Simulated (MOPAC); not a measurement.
Job for MOPAC: PM7 on H4OSe (a complex), monomers drawn apart or pushed together.

```
PM7 1SCF PRECISE CHARGE=0 THREADS=1
H4OSe

O     -0.03281218 1    -0.38616358 1     0.22298971 1
H      0.71613780 1     0.20229907 1     0.07938891 1
H     -0.79865345 1     0.19173448 1     0.30870595 1
Se     0.43568523 1    -0.18288355 1     3.03492721 1
H      0.39397863 1    -1.58191403 1     2.59728709 1
H      0.69411307 1    -0.56743079 1     4.43330521 1
```

The log:

```
*******************************************************************************
 **                                                                           **
 **                              MOPAC v23.2.5                                **
 **                                                                           **
 *******************************************************************************
 ** MOPAC's Digital Object Identifier: https://doi.org/10.5281/zenodo.6511958 **
 **                                                                           **
 ** Please cite the open-source release paper for use of this MOPAC version:  **
 ** J. E. Moussa and J. J. P. Stewart (2026)                                  **
 ** MOPAC: An open-source semiempirical molecular orbital program             **
 ** J. Open Source Softw., 11(119), 8025, https://doi.org/10.21105/joss.08025 **
 *******************************************************************************

                              PM7 CALCULATION RESULTS

 *******************************************************************************
 *  PM7        - The PM7 Hamiltonian to be used
 *
 *
 *
 *                 CHARGE ON SYSTEM = 0
 *
 *
 *
 *  PRECISE    - TIGHTER CRITERIA TO BE USED
 *  1SCF       - DO 1 SCF AND THEN STOP
 *  THREADS=1  - MULTI-THREADING NOT USED
 *  T=         - A TIME OF 172800.0 SECONDS REQUESTED
 *  DUMP=N     - RESTART FILE WRITTEN EVERY 7200.0 SECONDS REQUESTED
 *******************************************************************************
PM7 1SCF PRECISE CHARGE=0 THREADS=1
 H4OSe

   ATOM   CHEMICAL          X               Y               Z
  NUMBER   SYMBOL      (ANGSTROMS)     (ANGSTROMS)     (ANGSTROMS)

     1       O         -0.03281218  *  -0.38616358  *   0.22298971  *
     2       H          0.71613780  *   0.20229907  *   0.07938891  *
     3       H         -0.79865345  *   0.19173448  *   0.30870595  *
     4      Se          0.43568523  *  -0.18288355  *   3.03492721  *
     5       H          0.39397863  *  -1.58191403  *   2.59728709  *
     6       H          0.69411307  *  -0.56743079  *   4.43330521  *



          CARTESIAN COORDINATES

    NO.       ATOM           X           Y           Z

     1         O         -0.0328     -0.3862      0.2230
     2         H          0.7161      0.2023      0.0794
     3         H         -0.7987      0.1917      0.3087
     4        Se          0.4357     -0.1829      3.0349
     5         H          0.3940     -1.5819      2.5973
     6         H          0.6941     -0.5674      4.4333

 General Reference for PM7:
 "Optimization of Parameters for Semiempirical Methods VI: More Modifications to the
 NDDO Approximations and Re-optimization of Parameters", J. J. P. Stewart, J. Mol. Mod., 1:32, 19 (2013)
 https://link.springer.com/article/10.1007/s00894-012-1667-x

           Empirical Formula: H4 O Se  =     6 atoms



      MOLECULAR POINT GROUP   :   Cs


      RHF CALCULATION, NO. OF DOUBLY OCCUPIED LEVELS = 8


 -------------------------------------------------------------------------------
 PM7 1SCF PRECISE CHARGE=0 THREADS=1
 H4OSe



     1SCF WAS SPECIFIED, SO BFGS WAS NOT USED
     SCF FIELD WAS ACHIEVED


                              PM7 CALCULATION
                                                       MOPAC v23.2.5 Linux




          FINAL HEAT OF FORMATION =        -67.93268 KCAL/MOL =    -284.23035 KJ/MOL


          COSMO AREA              =         91.17 SQUARE ANGSTROMS
          COSMO VOLUME            =         72.72 CUBIC ANGSTROMS

          IONIZATION POTENTIAL    =          8.217926 EV
          HOMO LUMO ENERGIES (EV) =         -8.218  1.233
          NO. OF FILLED LEVELS    =          8
          MOLECULAR WEIGHT        =         98.9910         POINT GROUP:  Cs

          MOLECULAR DIMENSIONS (Angstroms)

            Atom       Atom       Distance
            H     6    H     3     4.45163
            H     2    H     5     1.79731
            H     5    H     3     1.10802


          SCF CALCULATIONS        =          1





   ATOM   CHEMICAL          X               Y               Z
  NUMBER   SYMBOL      (ANGSTROMS)     (ANGSTROMS)     (ANGSTROMS)

     1       O         -0.03281218  *  -0.38616358  *   0.22298971  *
     2       H          0.71613780  *   0.20229907  *   0.07938891  *
     3       H         -0.79865345  *   0.19173448  *   0.30870595  *
     4      Se          0.43568523  *  -0.18288355  *   3.03492721  *
     5       H          0.39397863  *  -1.58191403  *   2.59728709  *
     6       H          0.69411307  *  -0.56743079  *   4.43330521  *

                             CARTESIAN COORDINATES

   1    O       -0.032812180    -0.386163580     0.222989710
   2    H        0.716137800     0.202299070     0.079388910
   3    H       -0.798653450     0.191734480     0.308705950
   4   Se        0.435685230    -0.182883550     3.034927210
   5    H        0.393978630    -1.581914030     2.597287090
   6    H        0.694113070    -0.567430790     4.433305210


           Empirical Formula: H4 O Se  =     6 atoms



      MOLECULAR POINT GROUP   :   Cs


                  EIGENVALUES
 -29.50692 -23.87906 -17.80796 -14.30635 -12.92681 -11.63738 -10.99680  -8.21793
   1.23346   1.73297   4.03048   6.27888


              NET ATOMIC CHARGES AND DIPOLE CONTRIBUTIONS

  ATOM NO.   TYPE          CHARGE      No. of ELECS.   s-Pop       p-Pop
    1          O          -0.660172        6.6602     1.81862     4.84155
    2          H           0.331759        0.6682     0.66824
    3          H           0.331799        0.6682     0.66820
    4         Se          -0.090675        6.0907     1.93220     4.15848
    5          H           0.061213        0.9388     0.93879
    6          H           0.026076        0.9739     0.97392
 DIPOLE           X         Y         Z       TOTAL
 POINT-CHG.    -0.015     1.396    -0.091     1.399
 HYBRID         0.119    -0.741     0.523     0.915
 SUM            0.104     0.655     0.432     0.791


          ATOMIC ORBITAL ELECTRON POPULATIONS

     Atom    s        px        py        pz
    1  O   1.81862   1.37223   1.49009   1.97923
    2  H   0.66824
    3  H   0.66820
    4 Se   1.93220   1.97030   1.11021   1.07797
    5  H   0.93879
    6  H   0.97392

 **********************
 *                    *
 * JOB ENDED NORMALLY *
 *                    *
 **********************




 == MOPAC DONE ==
```

The run finished.

Cost: very roughly 0.05 core-seconds.
